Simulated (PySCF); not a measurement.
**Se²⁺ (selenium, charge +2): UHF calculation**

Configuration: [Ar] 3d10 4s2 4p2, high-spin 3P determinant. All numbers are calculated (PySCF 2.14, scalar relativity by spin-free X2C-1e, in aug-cc-pVDZ-DK (6s5p3d, 36 functions)).

| Item | Value |
| --- | --- |
| Total energy | -2426.881924 hartree |
| One-electron energy | -3351.2880 hartree |
| Hartree (Coulomb) energy | 1010.7547 hartree |
| Exchange energy | -86.3486 hartree |
| ⟨S²⟩ | 2.0072 |
| ⟨L²⟩ | 2.021 |
| Sum of ⟨r⟩ | 19.86 bohr |
| Sum of ⟨r²⟩ | 24.25 bohr² |
| Traceless quadrupole moment −½Σ⟨3z² − r²⟩ along its main axis | 1.85 e·bohr² |
| Langevin diamagnetic susceptibility | -19.2 ×10⁻⁶ cm³/mol |

| shell | electrons | mean orbital energy (eV) | spread (eV) | rms radius, mean of both spins (bohr) |
| --- | --- | --- | --- | --- |
| 1s α | 1 | -12759.9 | 0 | 0.0508 |
| 1s β | 1 | -12759.6 | 0 | 0.0508 |
| 2s α | 1 | -1719.5 | 0 | 0.212 |
| 2s β | 1 | -1719.4 | 0 | 0.212 |
| 2p α | 3 | -1510.6 | 0.098 | 0.189 |
| 2p β | 3 | -1510.3 | 0.228 | 0.189 |
| 3s α | 1 | -273.87 | 0 | 0.612 |
| 3s β | 1 | -273.38 | 0 | 0.612 |
| 3p α | 3 | -206.07 | 0.061 | 0.636 |
| 3p β | 3 | -205.42 | 0.739 | 0.636 |
| 3d α | 5 | -93.505 | 0.425 | 0.694 |
| 3d β | 5 | -93.139 | 0.744 | 0.694 |
| 4s α | 1 | -45.846 | 0 | 1.84 |
| 4s β | 1 | -39.863 | 0 | 1.84 |
| 4p α | 2 | -31.411 | 0 | 2.14 |

Densities and radii are taken from the X2C orbitals without a picture-change correction, which distorts them close to the nucleus.

Spin-orbit constants ζ (cm⁻¹) from the X2C one-electron operator on these orbitals: bare nucleus, nucleus screened by l(l+1)(2l+1)/3 electrons, and screened by the Breit-Pauli mean field of the electrons.

| shell | bare | screened nucleus | mean field |
| --- | --- | --- | --- |
| 2p | 231200 | 217600 | 211400 |
| 3p | 32450 | 30540 | 29490 |
| 3d | 3869 | 2731 | 2535 |
| 4p | 2594 | 2441 | 2343 |

To first order the Landé constant is A = 1171 cm⁻¹, so the lowest level has J = 0 and lies 0.290 eV below the centre of the term. This holds in LS coupling only.
